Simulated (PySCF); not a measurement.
Calculation: r2SCAN-D4/def2-TZVP // r2SCAN-D4/def2-SVP run with PySCF. All species are isolated molecules in the gas phase. One relaxed conformer stands for a flexible species; it need not be the lowest. Delta-SCF ions had no search for a lower state. Excitations are Tamm–Dancoff values on a coarser integration grid. The basis has no diffuse functions, so Rydberg states are missing or too high.

Reference species (SMILES): `[SiH3][GeH2][SiH3]` (neutral, multiplicity 1).

| Property | Value |
|---|---|
| vertical ionisation energy (Delta-SCF) | 9.69 eV |
| T1 excitation (TDA) | 5.78 eV |
| LUMO | -0.64 eV |
| HOMO | -7.14 eV |

After one change: the vertical ionisation energy (Delta-SCF) falls by 1.85 eV; the T1 excitation (TDA) falls by 1.61 eV; the LUMO decreases by 1.12 eV; the HOMO rises by 0.89 eV.

Question: What was changed between the two runs? The new species is one of these.
(A) `[SiH3][GeH2][GeH2][GeH2][GeH2][GeH2][GeH2][GeH2][SiH3]`
(B) `[SiH3][GeH2][GeH2][GeH2][GeH2][GeH2][SiH3]`
(C) `[SiH3][GeH2][GeH2][SiH3]` (Si–Ge–Ge–Si torsion 178°)
(D) `[SiH3][GeH2][GeH2][GeH2][SiH3]` (Si–Ge–Ge–Ge torsion 175°, Ge–Ge–Ge–Si torsion 178°)

Answer: A, `[SiH3][GeH2][GeH2][GeH2][GeH2][GeH2][GeH2][GeH2][SiH3]`
